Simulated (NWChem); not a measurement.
Everything below was run with NWChem. System: Pb, charge 0, spin multiplicity 3. Its SCF solution wasn't tested for a lower state. Level: UB2PLYP/def2-TZVP with def2 effective core potentials on Pb, 4 core orbitals frozen.

NWChem printed:

```
             Northwest Computational Chemistry Package (NWChem) 7.3.0
             --------------------------------------------------------

                                NWChem Input Module
                                -------------------

 Scaling coordinates for geometry "geometry" by  1.889725989
 (inverse scale =  0.529177249)

                             Geometry "geometry" -> ""
                             -------------------------

 Output coordinates in angstroms (scale by  1.889725989 to convert to a.u.)

  No.       Tag          Charge          X              Y              Z
 ---- ---------------- ---------- -------------- -------------- --------------
    1 Pb                  82.0000     0.00000000     0.00000000     0.00000000

 Effective nuclear repulsion energy (a.u.)       0.0000000000

            Nuclear Dipole moment (a.u.)
            ----------------------------
        X                 Y               Z
 ---------------- ---------------- ----------------
     0.0000000000     0.0000000000     0.0000000000

      Symmetry information
      --------------------

 Group name             D2h
 Group number             26
 Group order               8
 No. of unique centers     1

      Symmetry unique atoms

     1


 Summary of "ao basis" -> "" (spherical)
 ------------------------------------------------------------------------------
       Tag                 Description            Shells   Functions and Types
 ---------------- ------------------------------  ------  ---------------------
 *                         def2-tzvp                  on all atoms

 Summary of "ao basis" -> "ao basis" (spherical)
 ------------------------------------------------------------------------------
       Tag                 Description            Shells   Functions and Types
 ---------------- ------------------------------  ------  ---------------------
 Pb                        def2-tzvp                16       50   6s5p3d2f

 Summary of "ao basis" -> "ao basis" (spherical)
 ------------------------------------------------------------------------------
       Tag                 Description            Shells   Functions and Types
 ---------------- ------------------------------  ------  ---------------------
 Pb                        def2-tzvp                16       50   6s5p3d2f

      Symmetry analysis of basis
      --------------------------

        ag         12
        au          2
        b1g         3
        b1u         9
        b2g         3
        b2u         9
        b3g         3
        b3u         9

            General Information
            -------------------
          SCF calculation type: DFT
          Wavefunction type:  spin polarized.
          No. of atoms     :     1
          No. of electrons :    22
           Alpha electrons :    12
            Beta electrons :    10
          Charge           :     0
          Spin multiplicity:     3
          Use of symmetry is: on ; symmetry adaption is: on
          Maximum number of iterations: 100
          AO basis - number of functions:    50
                     number of shells:    16
          Convergence on energy requested:  1.00D-06
          Convergence on density requested:  1.00D-05
          Convergence on gradient requested:  5.00D-04

              XC Information
              --------------
                     Hartree-Fock (Exact) Exchange  0.530
                    Becke 1988 Exchange Functional  0.470
              Lee-Yang-Parr Correlation Functional  0.730

             Grid Information
             ----------------
          Grid used for XC integration:  medium
          Radial quadrature: Mura-Knowles
          Angular quadrature: Lebedev.
          Tag              B.-S. Rad. Rad. Pts. Rad. Cut. Ang. Pts.
          ---              ---------- --------- --------- ---------
          Pb                  1.80      123           8.0       590
          Grid pruning is: on
          Number of quadrature shells:   123
          Spatial weights used:  Erf1

          Convergence Information
          -----------------------
          Convergence aids based upon iterative change in
          total energy or number of iterations.
[...]
                     -----------------------------------------

 Vector    8  Occ=1.000000D+00  E=-9.217850D-01  Symmetry=ag
              MO Center=  1.3D-33,  8.8D-34, -7.4D-31, r^2= 5.5D-01
   Bfn.  Coefficient  Atom+Function         Bfn.  Coefficient  Atom+Function
  ----- ------------  ---------------      ----- ------------  ---------------
    26      0.917317  1 Pb d  2              31      0.134331  1 Pb d  2

 Vector    9  Occ=1.000000D+00  E=-9.217850D-01  Symmetry=b1g
              MO Center= -4.4D-31, -4.4D-31,  4.9D-32, r^2= 5.5D-01
   Bfn.  Coefficient  Atom+Function         Bfn.  Coefficient  Atom+Function
  ----- ------------  ---------------      ----- ------------  ---------------
    22      0.917317  1 Pb d -2              27      0.134331  1 Pb d -2

 Vector   10  Occ=1.000000D+00  E=-4.729820D-01  Symmetry=ag
              MO Center=  1.1D-18, -1.0D-18, -9.2D-18, r^2= 1.7D+00
   Bfn.  Coefficient  Atom+Function         Bfn.  Coefficient  Atom+Function
  ----- ------------  ---------------      ----- ------------  ---------------
     5      0.826189  1 Pb s                  3     -0.677095  1 Pb s
     6      0.450490  1 Pb s                  2      0.422290  1 Pb s
     4     -0.285774  1 Pb s                  1     -0.115566  1 Pb s
    24     -0.039764  1 Pb d  0

 Vector   11  Occ=0.000000D+00  E=-5.674373D-02  Symmetry=b1u
              MO Center=  7.5D-15,  1.6D-15,  3.2D-13, r^2= 4.5D+00
   Bfn.  Coefficient  Atom+Function         Bfn.  Coefficient  Atom+Function
  ----- ------------  ---------------      ----- ------------  ---------------
    21      0.502923  1 Pb pz                18      0.412567  1 Pb pz
    12     -0.361889  1 Pb pz                15      0.273272  1 Pb pz
     9      0.075560  1 Pb pz

 Vector   12  Occ=0.000000D+00  E=-2.960850D-02  Symmetry=b3u
              MO Center= -5.3D-19, -4.3D-28, -5.9D-26, r^2= 5.0D+00
   Bfn.  Coefficient  Atom+Function         Bfn.  Coefficient  Atom+Function
  ----- ------------  ---------------      ----- ------------  ---------------
    19      0.592812  1 Pb px                10     -0.342875  1 Pb px
    16      0.325988  1 Pb px                13      0.270462  1 Pb px
     7      0.071512  1 Pb px

 Vector   13  Occ=0.000000D+00  E=-2.960850D-02  Symmetry=b2u
              MO Center=  6.7D-28, -5.2D-19,  3.1D-26, r^2= 5.0D+00
   Bfn.  Coefficient  Atom+Function         Bfn.  Coefficient  Atom+Function
  ----- ------------  ---------------      ----- ------------  ---------------
    20      0.592812  1 Pb py                11     -0.342875  1 Pb py
    17      0.325988  1 Pb py                14      0.270462  1 Pb py
     8      0.071512  1 Pb py

   alpha - beta orbital overlaps
   -----------------------------

   alpha      1      2      3      4      5      6      7      8      9     10
    beta      1      2      4      3      5      7      6      9      8     10
 overlap   1.000  1.000  1.000  1.000  1.000  1.000  1.000  1.000  1.000  0.998

   alpha     11     12     13     14     15     16     17     18     19     20
    beta     12     13     11     16     15     14     21     20     19     18
 overlap   0.980  0.980  0.999  0.980  0.980  0.999  1.000  1.000  1.000  1.000

   alpha     21     22     23     24     25     26     27     28     29     30
    beta     17     22     23     24     25     26     27     29     30     28
 overlap   0.836  0.836  0.995  0.999  0.999  1.000  1.000  1.000  1.000  0.995

   alpha     31     32     33     34     35     36     37     38     39     40
    beta     31     32     33     34     35     37     36     38     39     40
 overlap   0.999  0.999  1.000  1.000  1.000  1.000  1.000  1.000  1.000  1.000

   alpha     41     42     43     44     45     46     47     48     49     50
    beta     41     42     44     43     45     46     47     48     49     50
 overlap   1.000  1.000  1.000  1.000  1.000  1.000  1.000  1.000  1.000  1.000

     --------------------------
     Expectation value of S2:
     --------------------------
      <S2> =      2.0039 (Exact =     2.0000)

                   NWChem MP2 Semi-direct Energy/Gradient Module
                   ---------------------------------------------

  Basis functions       =     50
  Molecular orbitals    =     50
  Frozen core           =      4
  Frozen virtuals       =      0
  Active alpha occupied =      8
  Active beta occupied  =      6
  Active alpha virtual  =     38
  Active beta virtual   =     40
  Use MO symmetry       = T
  Use skeleton AO sym   = T

  AO/Fock/Back tols     =   1.0D-09  1.0D-09  1.0D-09

 GA uses MA = F    GA memory limited = T

 Available:
  local mem=  4.43D+07
 global mem=  1.44D+08
 local disk=  0.00D+00
  mp2_memr nvloc                    38
  nvloc new                    38
   1 passes of   8:        3145728                      20293                   1322182.
   1 passes of   8: M     44313188           G      144174200           F      41167460.

 Semi-direct pass number   1 of   1  for UHF alpha       at        0.6s
  vrange nnbf                  1275
  mp2_eaftype                    10  avail_ma_in_mb                   386
 EAF : mp2_eaftype filesize          10     661091.
  mp2_eaf for mointskh                     10
Node 0 wrote      3.1 Mb in      0.0 s     Agg I/O rate:  1815.8 Mb/s
 Done moints_semi at        1.0s
  mp2_eaftype                    10  avail_ma_in_mb                   386
 EAF : mp2_eaftype filesize          10     661091.
  mp2_eaf for kh                    10
 Done maket at        1.0s
 Done multipass loop at        1.0s

 GA uses MA = F    GA memory limited = T

 Available:
  local mem=  4.43D+07
 global mem=  1.44D+08
 local disk=  0.00D+00
  mp2_memr nvloc                    40
  nvloc new                    40
   1 passes of   6:        3145728                      17095                   1044742.
   1 passes of   6: M     44313188           G      144174200           F      41167460.

 Semi-direct pass number   1 of   1  for UHF beta        at        1.0s
  vrange nnbf                  1275
  mp2_eaftype                    10  avail_ma_in_mb                   386
 EAF : mp2_eaftype filesize          10     522371.
  mp2_eaf for mointskh                     10
Node 0 wrote      2.4 Mb in      0.0 s     Agg I/O rate:  4242.6 Mb/s
 Done moints_semi at        1.4s
  mp2_eaftype                    10  avail_ma_in_mb                   386
 EAF : mp2_eaftype filesize          10     522371.
  mp2_eaf for kh                    10
 Done maket at        1.4s
 Done multipass loop at        1.4s

          -------------------------------------------
          DFT energy                    -192.499447456520
          Unscaled MP2 energy             -0.409897297898
          Total DFT+MP2 energy          -192.610119726953
          -------------------------------------------

 -----------------------
 Performance information
 -----------------------

 Timer overhead =  1.37D-07 seconds/call

               Nr. of calls         CPU time (s)                 Wall time (s)                GFlops
             ---------------    -------------------     ------------------------------   -------------------
Name         Min   Avg   Max    Min     Avg     Max     Min     Avg     Max   Mx/calls   Min     Max     Sum
mp2: moin     2     2     2   0.79    0.79    0.79     0.79    0.79    0.79    0.39      0.0     0.0     0.0
mp2: make     2     2     2   2.02E-2 2.02E-2 2.02E-2  2.02E-2 2.02E-2 2.02E-2 1.01E-2   0.0     0.0     0.0
mp2: tota     1     1     1   0.86    0.86    0.86     0.86    0.86    0.86    0.86      0.0     0.0     0.0

 The average no. of pstat calls per process was 5.00D+00
 with a timing overhead of 6.85D-07s

 Task  times  cpu:        1.4s     wall:        1.4s

 Total times  cpu:        1.4s     wall:        1.4s
```

Task: Write an NWChem input that would produce this output.

Result: Several could match; the one computed here: 
```
start mol
memory heap 200 mb stack 900 mb global 1100 mb
geometry units angstroms nocenter noautoz
  Pb     0.000000     0.000000     0.000000
  symmetry group D2h
end
basis spherical
  * library def2-tzvp
end
ecp
  Pb library def2-ecp
end
dft
  xc hfexch 0.53 becke88 0.47 lyp 0.73 mp2 0.27
  dftmp2
  odft
  mult 3
  semidirect memsize 60000000 filesize 0
  iterations 100
end
mp2
  freeze core 4
end
task dft energy
```
